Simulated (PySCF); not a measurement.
A homologous series of growing length: n-germane methyl/methyl. Gas-phase values, no solvent. One relaxed conformer stands for each flexible species; it need not be the lowest. Strings in code marks are SMILES. All members: neutral, multiplicity 1. Level: PBE0-D4/def2-TZVP // PBE0-D3(BJ)/def2-SVP (PySCF). Delta-SCF ions had no search for a lower state.  The ionisation energy is E(N − 1 electrons) − E(N electrons) at the parent's geometry.

| species | n (atoms other than H) | 1/n | vertical ionisation energy (Delta-SCF) (eV) |
|---|---|---|---|
| `[CH3][GeH2][GeH2][GeH2][GeH2][GeH2][GeH2][CH3]` | 8 | 0.1250 | 8.21 |
| `[CH3][GeH2][GeH2][GeH2][GeH2][GeH2][CH3]` | 7 | 0.1429 | 8.41 |
| `[CH3][GeH2][GeH2][GeH2][GeH2][CH3]` | 6 | 0.1667 | 8.67 |
| `[CH3][GeH2][GeH2][GeH2][CH3]` (C–Ge–Ge–Ge torsion 180°, Ge–Ge–Ge–C torsion 180°) | 5 | 0.2000 | 9.04 |
| `[CH3][GeH2][GeH2][CH3]` (C–Ge–Ge–C torsion 179°) | 4 | 0.2500 | 9.47 |
| `[CH3][GeH2][CH3]` | 3 | 0.3333 | withheld |

**Question.** Fit vertical ionisation energy (Delta-SCF) = a + b·x to the 5 complete rows by least squares, with x = 1/n. Give a, b and the rms residual, and predict the withheld value.

**Answer.** Means of the 5 rows: x̄ = 0.17692, ȳ = 8.76 eV. Σ(x − x̄)² = 0.0098309 and Σ(x − x̄)(y − ȳ) = 0.099732, so b = 10.145 and a = ȳ − b·x̄ = 6.965 eV. The rms residual is 0.028 eV. At x = 0.3333 the line gives 10.35 eV, outside the range of the fitted rows. The run for `[CH3][GeH2][CH3]` gave 10.61 eV, so the line is off by 0.26 eV, more than twice the rms residual.

Codes: PySCF.
